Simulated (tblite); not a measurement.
C₇H₁₈P₂.
SMILES with atom numbers: `[CH3:1][CH2:2][P:3]([CH2:4][CH2:5][PH2:6])[CH:7]([CH3:8])[CH3:9]` (hydrogens: H10, H11, H12 on C1; H13, H14 on C2; H15, H16 on C4; H17, H18 on C5; H19, H20 on P6; H21 on C7; H22, H23, H24 on C8; H25, H26, H27 on C9)

Geometry (GFN2-xTB, Å), atoms numbered from 1 in this order:
```xyz
27
C7H18P2 angstrom
C     -2.133   -1.919   -0.531
C     -0.831   -1.179   -0.813
P     -0.253   -0.184    0.665
C      1.536   -0.037    0.143
C      2.337   -1.252    0.595
P      4.124   -1.086    0.084
C     -0.789    1.545    0.143
C     -2.299    1.617   -0.061
C     -0.369    2.534    1.227
H     -2.429   -2.513   -1.395
H     -2.939   -1.227   -0.298
H     -2.008   -2.586    0.319
H     -0.049   -1.910   -1.032
H     -0.932   -0.523   -1.682
H      1.958    0.860    0.603
H      1.592    0.080   -0.945
H      2.309   -1.326    1.686
H      1.920   -2.175    0.185
H      3.900   -1.354   -1.267
H      4.458   -2.414    0.344
H     -0.282    1.795   -0.798
H     -2.818    1.274    0.833
H     -2.600    2.645   -0.256
H     -2.617    1.008   -0.903
H     -0.863    2.291    2.166
H      0.706    2.514    1.394
H     -0.649    3.548    0.945
```

Calculated harmonic vibrations of the isolated species, GFN2-xTB (tblite), most abundant isotopes, no scaling. This tight-binding method is rough: wavenumbers can miss measured ones by several per cent, in bad cases by 10 to 20. Modes of hydrogen on phosphorus can be 10 to 20 % off. One conformer, not necessarily the lowest.

Harmonic wavenumbers (cm⁻¹): 45.1, 51.3, 76.5, 90.0, 115.4, 158.3, 179.2, 185.1, 204.1, 213.9, 220.2, 247.7, 266.0, 299.3, 324.6, 358.7, 422.7, 643.8, 671.8, 705.7, 719.9, 737.2, 761.6, 789.7, 850.0, 929.4, 935.1, 938.5, 978.7, 989.1, 1018.5, 1044.3, 1062.4, 1068.1, 1082.4, 1128.5, 1143.3, 1167.6, 1170.7, 1225.3, 1234.2, 1241.0, 1260.0, 1264.0, 1289.6, 1407.1, 1411.5, 1420.2, 1437.2, 1448.4, 1450.4, 1490.2, 1495.3, 1497.2, 1502.0, 1504.9, 1512.6, 2255.4, 2331.2, 2877.1, 2909.3, 2929.2, 2936.8, 2946.8, 2951.4, 2958.9, 3004.7, 3010.5, 3013.5, 3018.3, 3023.9, 3029.5, 3030.6, 3037.8, 3044.1.

A = 1587, B = 554.4, C = 439.1 MHz; mass 164.088 u (most abundant isotopes); point group C1, symmetry number 1.

Q: What is the zero-point energy?

A: Half the sum of the wavenumbers: 50697 cm⁻¹ = 144.95 kcal/mol.

Q: What is S at 298.15 K and 1 bar for an ideal gas of classical rigid rotors and harmonic oscillators?

A: Translation 41.22, rotation 31.10, vibration 45.64: S = 118.0 cal/(mol K).

Q: And Cp and H(298.15 K) − H(0)?

A: Cp = 51.57 cal/(mol K), of which vibrations give 43.62 (their classical limit is 75 R = 149.0); H(298.15 K) − H(0) = 9.38 kcal/mol without the zero-point energy, 7.01 from vibrations.

Q: Which modes carry the vibrational entropy at 298.15 K?

A: 45.1 cm⁻¹: 5.02; 51.3 cm⁻¹: 4.77; 76.5 cm⁻¹: 3.98; 90.0 cm⁻¹: 3.66; 115.4 cm⁻¹: 3.18; 158.3 cm⁻¹: 2.57 cal/(mol K); the other 69 give 22.47 together.

Q: What must be added to the electronic energy to get the Gibbs energy at 298.15 K and 1 bar?

A: ZPE + [H(298.15 K) − H(0)] − T·S = 144.95 + 9.38 − 35.17 = 119.16 kcal/mol.

Q: Blend soft modes into free rotors: weight 1/[1 + (100 cm⁻¹/ν̃)⁴] for the oscillator and the rest for a rotor with moment μB/(μ + B), μ = h/(8π²ν), B = 10⁻⁴⁴ kg m². What vibrational entropy results?

A: 41.93 cal/(mol K) in place of 45.64, which changes −T·S at 298.15 K by +1.11 kcal/mol.

Q: How do the functions run with temperature in this model?

A: 
```csv
T (K),S (cal/(mol K)),Cp (cal/(mol K)),H − H(0) (kcal/mol),G − H(0) (kcal/mol),ln q(vib)
100,77.7,26.3,1.64,-6.13,2.81
200,100.1,39.0,4.94,-15.07,7.13
300,118.3,51.8,9.47,-26.01,11.21
500,150.9,77.0,22.44,-52.99,18.87
800,193.2,103.1,49.77,-104.78,29.57
1000,217.5,114.8,71.62,-145.90,36.19
```

q(vib) and H(0) count from the zero-point level.

Hindered rotation and anharmonicity are outside this model. Other conformers, if any are populated, would add a mixing term that is left out. The structure is chiral; the term R ln 2 for an equal mix with its mirror image is left out.
